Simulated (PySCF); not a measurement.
# Magnetisability: `CN(C(C)C)N[SiH3]`, C₄H₁₄N₂Si

Geometry:
| atom | x (Å) | y (Å) | z (Å) |
| --- | --- | --- | --- |
| C1 | -1.070 | -1.499 | -0.867 |
| C2 | -1.183 | -0.131 | -0.198 |
| C3 | -1.667 | -0.281 | 1.250 |
| N4 | 0.096 | 0.562 | -0.347 |
| C5 | 0.055 | 1.978 | -0.055 |
| N6 | 1.138 | -0.085 | 0.344 |
| Si7 | 2.633 | -0.343 | -0.466 |
| H8 | -0.363 | -2.120 | -0.325 |
| H9 | -2.039 | -1.992 | -0.883 |
| H10 | -0.714 | -1.380 | -1.886 |
| H11 | -1.911 | 0.473 | -0.752 |
| H12 | -1.770 | 0.689 | 1.732 |
| H13 | -2.636 | -0.773 | 1.263 |
| H14 | -0.967 | -0.889 | 1.821 |
| H15 | -0.111 | 2.200 | 1.011 |
| H16 | -0.736 | 2.443 | -0.641 |
| H17 | 1.011 | 2.412 | -0.348 |
| H18 | 1.116 | 0.071 | 1.350 |
| H19 | 3.435 | -1.060 | 0.526 |
| H20 | 2.329 | -1.137 | -1.652 |
| H21 | 3.345 | 0.879 | -0.877 |

Computed, not measured: PySCF, GIAO B97-2/pcSseg-1 magnetisability, rotational g tensor and spin-rotation constants, non-relativistic, gas phase. Geometry: GFN2-xTB.

**Question.** How diamagnetic is it, and how anisotropic?

**Answer.** Isotropic -1399 × 10⁻³⁰ J/T², or -84.3 × 10⁻⁶ cm³/mol; principal values -1453, -1410, -1334 × 10⁻³⁰ J/T², anisotropy 105 × 10⁻³⁰ J/T² (root of half the summed squared differences of the principal values). The susceptibility is in cgs units.

**Question.** Split it along the inertial axes a, b, c into diamagnetic and paramagnetic parts about the centre of mass, with the quadrupole moment.

**Answer.** 
| axis | χ (10⁻⁶ cm³/mol) | diamagnetic (10⁻⁶ cm³/mol) | paramagnetic (10⁻⁶ cm³/mol) | summed x² of all electrons (Å²) | quadrupole Θ (D Å) |
| --- | --- | --- | --- | --- | --- |
| a | -86.9 | -553.2 | 466.3 | 197.1 | +0.48 |
| b | -85.4 | -1018.8 | 933.4 | 87.4 | +0.12 |
| c | -80.5 | -1207.0 | 1126.4 | 43.0 | -0.60 |

Anisotropies 2χaa − χbb − χcc = -7.8 and 2χbb − χaa − χcc = -3.4 × 10⁻⁶ cm³/mol. Θ is traceless in Buckingham's convention.

**Question.** And the rotational g tensor?

**Answer.** 
```
axis  rotational constant (GHz)        g  nuclear part  electronic part
   a                     3.0628  -0.0134        0.6577          -0.6710
   b                     1.3897  -0.0069        0.6025          -0.6094
   c                     1.1571  -0.0081        0.6042          -0.6123
```
Asymmetric top; isotopes 12C, 1H, 14N, 28Si; no vibrational averaging.
